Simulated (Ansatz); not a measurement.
`CO[SiH2]CS` + `N[SiH]([SiH3])[SeH]` → `SC[SiH2][SeH]` + `CO[SiH](N)[SiH3]`  (redistribution)

Gas-phase electronic energies from Ansatz, PBE0-D4/def2-TZVP geometries. CBS: MP2 limit from def2 TZ/QZ plus the TZ coupled-cluster correction, frozen cores. Functionals use def2-TZVPP. B3LYP here is the variant with VWN-RPA as its local correlation; programs differ in this. For Se outer-core shells are correlated without core-valence functions, which leaves a few kJ/mol of doubt a bond. Scalar relativity is left out up to krypton. Each species was taken in one conformer, which may not be the lowest.

```json
{"species": "`CO[SiH2]CS`", "B3LYP energy (Eh)": "-844.09906"}
{"species": "`N[SiH]([SiH3])[SeH]`", "B3LYP energy (Eh)": "-3039.68025"}
{"species": "`SC[SiH2][SeH]`", "B3LYP energy (Eh)": "-3131.09484"}
{"species": "`CO[SiH](N)[SiH3]`", "B3LYP energy (Eh)": "-752.68383"}
```

Problem. Work out ΔE.

Solution. ΔE = (-3131.09484) + (-752.68383) − (-844.09906) − (-3039.68025) = 0.00064 Eh = +1.7 kJ/mol. CCSD(T)/CBS gives -1.1 kJ/mol.

Largest T1 diagnostic among the species: 0.012.

In def2-TZVPP, CCSD(T) changes the Hartree–Fock value by −6.0 kJ/mol (the triples alone add −0.9 kJ/mol) and MP2 by −5.7 kJ/mol.
